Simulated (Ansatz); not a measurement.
# Nudged elastic band run: ClF$_{3}$H$_{2}$SZr

The input (input.yaml):

```yaml
crystal:
  periodic: [false, false, false]
  atoms:
    - { symbol: Zr, position_ang: [0.027631, -0.043612, 0.016605] }
    - { symbol: F, position_ang: [-0.221186, -0.383775, 1.888358] }
    - { symbol: Cl, position_ang: [2.229345, -0.356735, -0.842711] }
    - { symbol: F, position_ang: [-0.985241, 1.406647, -0.708836] }
    - { symbol: F, position_ang: [-0.893371, -1.536272, -0.727477] }
    - { symbol: S, position_ang: [1.386931, 2.341305, 1.322452] }
    - { symbol: H, position_ang: [2.634364, 1.792908, 1.350124] }
    - { symbol: H, position_ang: [1.121027, 1.941633, 2.599585] }
basis:
  gaussian: { orbitals: def2-SVP }
hamiltonian:
  xc: pbe
neb:
  order_check: false
  images: 5
  f_tol: 0.05
  max_iterations: 60
  final_atoms:
    - { symbol: Zr, position_ang: [0.26693015, 0.33047447, -0.02791244] }
    - { symbol: F, position_ang: [0.76487613, -0.42860787, 2.11426332] }
    - { symbol: Cl, position_ang: [2.15221761, -0.83389579, -0.82326227] }
    - { symbol: F, position_ang: [-0.14916581, 1.40241244, -1.54030998] }
    - { symbol: F, position_ang: [-1.34656963, -0.64958243, 0.17511916] }
    - { symbol: S, position_ang: [0.71892078, 2.29956389, 1.58951756] }
    - { symbol: H, position_ang: [1.97516019, 2.47694088, 1.08147565] }
    - { symbol: H, position_ang: [0.91713057, 0.5647934, 2.32920899] }
  initial_path:
    images:
      - { positions_ang: [[0.027631, -0.043612, 0.016605], [-0.221186, -0.383775, 1.888358], [2.229345, -0.356735, -0.842711], [-0.985241, 1.406647, -0.708836], [-0.893371, -1.536272, -0.727477], [1.386931, 2.341305, 1.322452], [2.634364, 1.792908, 1.350124], [1.121027, 1.941633, 2.599585]] }
      - { positions_ang: [[0.01540553, -0.03092197, 0.01637872], [-0.14719592, -0.24191853, 2.04071351], [2.27412082, -0.2534019, -0.83935049], [-0.96619088, 1.47303875, -0.69668444], [-0.91579789, -1.56576267, -0.68718385], [1.42864404, 2.31121937, 1.16915011], [2.6188498, 1.80233863, 1.44961936], [0.99166451, 1.66750732, 2.44545707]] }
      - { positions_ang: [[0.00318007, -0.01823193, 0.01615245], [-0.07320584, -0.10006205, 2.19306902], [2.31889663, -0.15006881, -0.83598998], [-0.94714076, 1.53943049, -0.68453288], [-0.93822478, -1.59525333, -0.6468907], [1.47035707, 2.28113374, 1.01584823], [2.60333559, 1.81176925, 1.54911472], [0.86230202, 1.39338164, 2.29132914]] }
      - { positions_ang: [[-0.0090454, -0.0055419, 0.01592617], [0.00078424, 0.04179442, 2.34542454], [2.36367245, -0.04673571, -0.83262948], [-0.92809064, 1.60582224, -0.67238132], [-0.96065168, -1.624744, -0.60659755], [1.51207011, 2.25104811, 0.86254634], [2.58782139, 1.82119988, 1.64861008], [0.73293952, 1.11925596, 2.13720122]] }
      - { positions_ang: [[0.08294645, 0.10646356, 0.0013133], [0.25548154, -0.11500634, 2.2683708], [2.29318751, -0.30912241, -0.82950707], [-0.66844903, 1.53801897, -0.96169087], [-1.08929099, -1.29969014, -0.34602531], [1.247687, 2.26722004, 1.10487008], [2.38360099, 2.03978021, 1.45956527], [0.79433654, 0.93443511, 2.20120381]] }
      - { positions_ang: [[0.1749383, 0.21846901, -0.01329957], [0.51017884, -0.27180711, 2.19131706], [2.22270256, -0.5715091, -0.82638467], [-0.40880742, 1.47021571, -1.25100042], [-1.21793031, -0.97463629, -0.08545307], [0.98330389, 2.28339197, 1.34719382], [2.17938059, 2.25836055, 1.27052046], [0.85573356, 0.74961426, 2.2652064]] }
      - { positions_ang: [[0.26693015, 0.33047447, -0.02791244], [0.76487613, -0.42860787, 2.11426332], [2.15221761, -0.83389579, -0.82326227], [-0.14916581, 1.40241244, -1.54030998], [-1.34656963, -0.64958243, 0.17511916], [0.71892078, 2.29956389, 1.58951756], [1.97516019, 2.47694088, 1.08147565], [0.91713057, 0.5647934, 2.32920899]] }
```

Run as:

```bash
$ ansatz run input.yaml --threads 4 --pin off --max-ram 5120MiB --backend cpu --events-out ev --progress --plain --runs-dir out
```

Output, in part (warnings, iteration lines, the closing report on the highest movable image, with atoms numbered from 0):

```
NEB end point (image 0): max|allowed force component| = 2.572e-2 eV/Å (the criterion of neb.relax_end_points is 1.000e-2)
NEB end point (image 6): max|allowed force component| = 1.583e-2 eV/Å (the criterion of neb.relax_end_points is 1.000e-2)
NEB iter   1: max|band force component| = 6.496e0 eV/Å  barrier→ = 2.8125 eV  barrier← = 1.9795 eV  Δτ_max = 0.2000 Å  (206 SCF iters)
NEB iter   2: max|band force component| = 2.594e0 eV/Å  barrier→ = 1.6283 eV  barrier← = 0.7953 eV  Δτ_max = 0.2000 Å  (175 SCF iters)
NEB iter   3: max|band force component| = 1.521e0 eV/Å  barrier→ = 0.9631 eV  barrier← = 0.1301 eV  Δτ_max = 0.2000 Å  (173 SCF iters)
NEB iter   4: max|band force component| = 9.634e-1 eV/Å  barrier→ = 0.8520 eV  barrier← = 0.0189 eV  Δτ_max = 0.1942 Å  (167 SCF iters)
NEB iter   5: max|band force component| = 6.854e-1 eV/Å  barrier→ = 0.8482 eV  barrier← = 0.0152 eV  Δτ_max = 0.1988 Å  (165 SCF iters)
NEB iter   6: max|band force component| = 1.639e0 eV/Å  barrier→ = 0.8372 eV  barrier← = 0.0042 eV  Δτ_max = 0.1000 Å  (166 SCF iters)
NEB iter   7: max|band force component| = 7.857e-1 eV/Å  barrier→ = 0.8344 eV  barrier← = 0.0014 eV  Δτ_max = 0.2000 Å  (156 SCF iters)
NEB iter   8: max|band force component| = 6.028e-1 eV/Å  barrier→ = 0.8330 eV  barrier← = 0.0000 eV  Δτ_max = 0.1987 Å  (164 SCF iters)
NEB iter   9: max|band force component| = 5.141e-1 eV/Å  barrier→ = 0.8148 eV  barrier← = -0.0182 eV  CI = image 5  Δτ_max = 0.1959 Å  (154 SCF iters)
NEB iter  10: max|band force component| = 2.431e-1 eV/Å  barrier→ = 0.8245 eV  barrier← = -0.0085 eV  CI = image 5  Δτ_max = 0.1969 Å  (156 SCF iters)
NEB iter  11: max|band force component| = 8.531e-1 eV/Å  barrier→ = 0.8310 eV  barrier← = -0.0020 eV  CI = image 5  Δτ_max = 0.0995 Å  (162 SCF iters)
NEB iter  12: max|band force component| = 1.730e-1 eV/Å  barrier→ = 0.8322 eV  barrier← = -0.0008 eV  CI = image 5  Δτ_max = 0.1409 Å  (147 SCF iters)
NEB iter  13: max|band force component| = 2.241e-1 eV/Å  barrier→ = 0.8326 eV  barrier← = -0.0004 eV  CI = image 5  Δτ_max = 0.0405 Å  (145 SCF iters)
NEB iter  14: max|band force component| = 7.842e-2 eV/Å  barrier→ = 0.8324 eV  barrier← = -0.0006 eV  CI = image 5  Δτ_max = 0.0211 Å  (147 SCF iters)
NEB iter  15: max|band force component| = 2.188e-2 eV/Å  barrier→ = 0.8323 eV  barrier← = -0.0008 eV  CI = image 5  Δτ_max = 0.0174 Å  (145 SCF iters)
NEB iter  16: max|band force component| = 3.088e-2 eV/Å  barrier→ = 0.8324 eV  barrier← = -0.0007 eV  CI = image 5  Δτ_max = 0.0000 Å  (175 SCF iters)
Total energy: -32799.63288791 eV, -1205.3642762411 hartree
Atom 0 at     0.271038     0.291206    -0.020078 Å, force    -0.011169     0.006295     0.012124 eV/Å
Atom 1 at     0.723758    -0.388739     2.084589 Å, force     0.007945    -0.024756    -0.014357 eV/Å
Atom 2 at     2.172835    -0.785655    -0.888113 Å, force     0.005507    -0.003485     0.001423 eV/Å
Atom 3 at    -0.214896     1.436396    -1.457612 Å, force     0.002485     0.002094    -0.000043 eV/Å
Atom 4 at    -1.309279    -0.752700     0.108352 Å, force    -0.001316    -0.002551    -0.001103 eV/Å
Atom 5 at     0.744192     2.301247     1.613261 Å, force     0.006925    -0.015951     0.001734 eV/Å
Atom 6 at     2.034124     2.398015     1.174159 Å, force     0.002863     0.006073    -0.005618 eV/Å
Atom 7 at     0.877727     0.662329     2.283541 Å, force    -0.013240     0.032281     0.005841 eV/Å
Dipole moment:     0.239839     0.168243     0.238995 e Å
```

The forces met the threshold. The band force fell under the threshold earlier too, but the program's further tests of the path sent the band on. The highest image is an end point: on this band no image between the ends rises above it. The orbitals stay closed-shell, which can raise the energy where a bond breaks towards radicals; this wasn't checked here.

Final band (atoms are numbered from 1 in the order of the input):

| image | path coordinate (Å) | energy (kcal/mol) | S6–H8 (Å) |
| --- | --- | --- | --- |
| 0 | 0.00 | 0.0 | 1.36 |
| 1 | 0.81 | 0.6 | 1.36 |
| 2 | 1.62 | 0.6 | 1.36 |
| 3 | 2.43 | 3.9 | 1.36 |
| 4 | 3.24 | 9.4 | 1.38 |
| 5 | 4.06 | 19.2 | 1.78 |
| 6 | 4.32 | 19.2 | 1.90 |

The run took 100 s on 4 threads of Arm Neoverse V2, on a shared host, peak memory 0.19 GiB.
